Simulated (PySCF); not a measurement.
# ³¹P chemical shifts

PySCF 2.14 calculation with shielding tensors at PBE0/pcSseg-1 (GIAO) and GFN2-xTB geometry; no solvent, a single conformation, one averaged value for each set of equivalent atoms, non-relativistic.

Shieldings were converted by a linear fit to measured shifts: ³¹P (scatter 18.1 ppm rms vs H3PO4, solution or neat liquid). Occasional misses reach two or three times the rms, and more in compound classes unlike the fitted ones.

(1) Give the ³¹P shifts of `O=P(O)(O)c1ccc(F)cc1`, `C/C=C/[P@H](=S)CC(C)=O`.

(2) Order these by ³¹P shift, lowest first.
A. CSCP1(=O)C(C)=C1C
B. CCP(CC)n1cccc1
C. Cc1cc(C=O)pc(Cl)c1C=O
D. O=P(O)(O)c1ccccc1F

Results:

(1) 
| compound | environment | δ (ppm) |
| --- | --- | --- |
| O=P(O)(O)c1ccc(F)cc1 | phosphorus bonded to C, 3 O | 21.8 |
| C/C=C/[P@H](=S)CC(C)=O | phosphorus bonded to 2 C, S, H | 4.7 |

(2) A (-81.3 ppm, phosphorus bonded to 3 C, O, in a 3-membered ring), D (6.6 ppm, phosphorus bonded to C, 3 O), B (32.4 ppm, phosphorus bonded to 2 C, N), C (209.5 ppm, phosphorus bonded to 2 C, in a 6-membered ring).
